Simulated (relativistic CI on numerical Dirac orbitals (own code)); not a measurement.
Sensitivity of the levels of Bi²⁺ to α and to the nuclear radius

Computed by Dirac-Coulomb-Breit CI, KLI orbitals optimised for each configuration, valence Slater integrals scaled by 0.85, P86 correlation energy added to each configuration, derivatives by finite differences, QED left out (own radial code, finite nucleus).

Configurations in the expansion (outside the closed core [Xe] 4f14 5d10): 6s2 6p, 6s 6p2, 6s2 6d, 6s2 7s, 6p3, 6s2 6f, 6s 6p 6d, 6s2 7p. The list is cut by size and lacks configurations that can hold low levels.

With x = (α/α₀)² − 1 an excitation energy changes as ω = ω₀ + qx; K = 2q/ω₀ is the relative enhancement. Terms are leading LS components, so labels can repeat. The field-shift factor is F = δν/δ⟨r²⟩ for the transition from the lowest level.

Lowest level 6s2 6p 2P°_1/2.

```
           Level  ω₀ (cm⁻¹)  q (cm⁻¹)      K  F (GHz/fm²)
  6s2 6p 2P°_3/2    20369.5     28720   2.82         -8.6
   6s 6p2 4P_1/2    67396.6     28970   0.86         -127
   6s 6p2 4P_3/2    79050.0     49410   1.25         -133
   6s 6p2 4P_5/2    86779.5     53620   1.24         -128
   6s 6p2 2D_3/2    97307.6     44400  0.913        -79.4
   6s2 7s 2S_1/2    99400.0     13640  0.275         42.4
   6s2 6d 2D_5/2   103365.4     51740      1        -60.3
   6s 6p2 2P_1/2   112522.9     42930  0.763         -121
   6s2 6d 2D_3/2   114599.6     31250  0.545        -37.4
  6s2 7p 2P°_1/2   120598.5     16540  0.274         18.9
   6s 6p2 2D_5/2   120781.1     49830  0.825        -70.2
  6s2 7p 2P°_3/2   125558.1     23080  0.368         17.1
   6s 6p2 2S_1/2   133192.2     72600   1.09         -130
   6s 6p2 2P_3/2   136888.5     70560   1.03         -122
6s 6p 6d 4F°_3/2   163983.2     51070  0.623         -133
  6s2 6f 2F°_7/2   165567.4     25620  0.309         10.8
  6s2 6f 2F°_5/2   165608.1     27680  0.334       -0.244
6s 6p 6d 4F°_5/2   168670.8     49780   0.59         -110
6s 6p 6d 2D°_3/2   169604.1     59130  0.697         -153
6s 6p 6d 2D°_5/2   170358.9     54780  0.643         -133
6s 6p 6d 4F°_7/2   173919.6     56240  0.647         -121
6s 6p 6d 4D°_3/2   175438.3     52300  0.596         -126
6s 6p 6d 4D°_1/2   176131.5     52610  0.597         -125
```

Correlation outside the listed configurations is missing or only estimated: errors of thousands of cm⁻¹ between configurations and terms are usual at this charge. Rates and lifetimes follow the computed energies and can be off by large factors. The fine structure of a lone outer electron comes out too small, for d and f at times inverted, and misplaced configurations move strength between like terms.
